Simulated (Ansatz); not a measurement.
`[O]=[Mo]([F])(=[S])[Cl]` + NH₃ → `[NH2][Mo](=[O])(=[S])[Cl]` + H–F at 600 K and 1 bar (ligand exchange at a Mo–F bond).

Calculated with Ansatz (gas phase, PBE0-D4/def2-TZVP geometries, no zero-point term in ΔE). CBS: MP2 limit from def2 TZ/QZ plus the TZ coupled-cluster correction, frozen cores. This one scheme is used for every species. def2 core potentials past Kr. For Mo outer-core shells are correlated without core-valence functions, which leaves a few kJ/mol of doubt a bond. Each species was taken in one conformer, which may not be the lowest.

```
                    species  CCSD(T)/CBS energy (Eh)  H − E (kJ/mol)  S (J/(mol·K))
  `[O]=[Mo]([F])(=[S])[Cl]`              -1100.82483            70.4          409.4
                        NH₃                -56.50880           112.4          219.5
`[NH2][Mo](=[O])(=[S])[Cl]`              -1056.92850           140.2          433.4
                        H–F               -100.39570            42.3          194.0
```

H − E and S are ideal-gas, rigid-rotor, harmonic terms from PBE0-D4/def2-TZVP, for one conformer and one mirror image of each species. 1 Eh = 2625.50 kJ/mol, R = 8.31446 J/(mol·K).

**Question.** By hand: ΔE, ΔH, ΔS and ΔG.

**Answer.** ΔE = (-1056.92850) + (-100.39570) − (-1100.82483) − (-56.50880) = 0.00943 Eh = 24.8 kJ/mol. Δ(H − E) = 140.2 + 42.3 − 70.4 − 112.4 = -0.3, so ΔH = 24.5 kJ/mol. ΔS = 433.4 + 194.0 − 409.4 − 219.5 = -1.5 J/(mol·K). ΔG = 24.5 − 600 × (-1.5)/1000 = 25.4 kJ/mol.

**Question.** By hand: the equilibrium constant, and the temperature at which ΔG would vanish if ΔH and ΔS stayed fixed.

**Answer.** log₁₀ K = −ΔG/(RT ln 10) = -2.2. ΔH and −TΔS have one sign here, so there is no such temperature. One of them is within its doubt of zero, so this could turn.

The number of gas molecules stays the same, so ΔS is small and ΔH decides. A doubt of 5 kJ/mol in ΔE shifts log₁₀ K by 0.4 here. Other conformers and mirror images would add mixing entropy, several J/(mol·K) or more a flexible species. These are equilibria of isolated gas molecules and say nothing of rates. Largest T1 diagnostic: 0.024 (customary marks: 0.02 for closed shells, 0.045 for open ones).
